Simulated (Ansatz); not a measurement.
```yaml
crystal:
  periodic: [false, false, false]
  atoms:
    - {symbol: W, position_ang: [-0.698067, 0.610397, -0.268788]}
    - {symbol: Te, position_ang: [-0.323289, -0.258403, 1.986752]}
    - {symbol: Te, position_ang: [1.021366, -0.351995, -1.717954]}
basis:
  gaussian: {orbitals: def2-TZVP, fitting: {mean_field: def2-universal-jkfit}}
total_charge: 1
magnetization: {spin_polarized: true, initial_magnetization: 1}
hamiltonian: {xc: {name: wB97}}
```

```sh
$ ansatz run in.yaml --threads 4 --pin off --events-out ev --progress --plain --max-ram 3916MiB
```

Shortened log:

```
Functional definition: wB97
663 factors; integrals over basis functions are off by at most 5.0e-1 eV
663 factors; integrals over basis functions are off by at most 3.2e-5 eV
mean field evaluation 1: about -16404.3312 eV, gradient 1.8e1 eV
mean field evaluation 2: about -16404.8679 eV, gradient 1.6e1 eV
mean field evaluation 4: about -16405.6470 eV, gradient 3.9e0 eV
mean field evaluation 8: about -16405.7921 eV, gradient 4.3e-1 eV
mean field evaluation 16: about -16406.0037 eV, gradient 2.2e-5 eV
mean field evaluation 32: about -16285.4883 eV, gradient 6.2e2 eV
mean field evaluation 64: about -16405.3626 eV, gradient 4.1e0 eV
mean field evaluation 96: about -16406.0037 eV, gradient 1.2e-5 eV
mean field evaluation 128: about -16406.0037 eV, gradient 4.9e-5 eV
mean field evaluation 160: about -16402.9393 eV, gradient 1.1e0 eV
mean field evaluation 192: about -16404.2299 eV, gradient 1.6e-1 eV
mean field evaluation 224: about -16406.0036 eV, gradient 3.0e-2 eV
mean field evaluation 256: about -16405.2059 eV, gradient 8.9e-2 eV
mean field evaluation 288: about -16405.2190 eV, gradient 3.7e-1 eV
mean field evaluation 320: about -16405.6477 eV, gradient 2.8e0 eV
mean field evaluation 352: about -16405.2792 eV, gradient 1.4e0 eV
mean field -16406.00372877 eV, -602.9095166435 hartree, gradient 8.5e-6 eV, S^2 1.517473; 14 other end points of the search recorded, 0 dependent functions left out
reference -16406.00372028 eV, -602.9095163316 hartree; 31, 30 occupied and 109, 110 virtual orbitals, 663 factors
Total energy: -16406.00372028 eV, -602.9095163316 hartree
```

It took 100 s on 4 threads of Arm Neoverse V1 on a shared host, peak host memory 0.68 GiB.

In the def2 sets Te, W take a core potential; there is no spin–orbit coupling. The charge 1 doublet is spin-contaminated (final ⟨S²⟩ up to 1.52, 0.75 for a pure state).
